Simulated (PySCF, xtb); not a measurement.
CH₄ClNOSi₂, SMILES O[Si@@]1(Cl)N=C[SiH2]1.

xtb 6.7.1 with GFN2-xTB at its own geometry gives an orbital gap of 2.08 eV and a dipole moment of 2.65 D.

Geometry: TPSSh-D3(BJ)/def2-SVP. The structure was generated by enumeration; whether it is a known compound was not checked. The values are those of a single conformer.

Problem. What does HF/def2-TZVP run with PySCF give? (An estimate is asked for; the answer gives what the named calculation found.)

Solution. gap 12.96 eV (levels -10.38 and 2.58 eV), dipole 1.69 D.
